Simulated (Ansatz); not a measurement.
System: 3,3-difluorooxetane, C3H4F2O, charge 0, multiplicity 1. 
Coordinates optimised at B3LYP-D3(BJ)/def2-TZVP (Ansatz, a program for electronic structure):
```xyz
10

F     -0.3333     1.4187     0.7626
C     -0.1539     0.3804    -0.0953
F     -0.5655     0.8030    -1.3194
C      1.2221    -0.2811    -0.0532
O      0.6160    -1.5226     0.3816
C     -0.7192    -0.9618     0.3647
H      1.7111    -0.3734    -1.0239
H      1.9025     0.1340     0.6917
H     -1.1773    -0.9459     1.3546
H     -1.3687    -1.4533    -0.3610
```

Parts of the frozen-core correlation energy in 6-31G* (Ansatz, hartree). Frozen orbitals: 6; correlated occupied orbitals by spin: 18 and 18; virtual: 74 and 74. No spin-orbit coupling. Non-relativistic.

```tsv
term	value
reference (HF)	-389.62361
MP2 opposite-spin	?
MP2 same-spin	?
CCSD correlation	?
(T)	-0.02552
T1 diagnostic	0.012
largest doubles amplitude	0.023
```

Complete the blanks.


- MP2 opposite-spin, value: -0.65732
- MP2 same-spin, value: -0.24015
- CCSD correlation, value: -0.92869
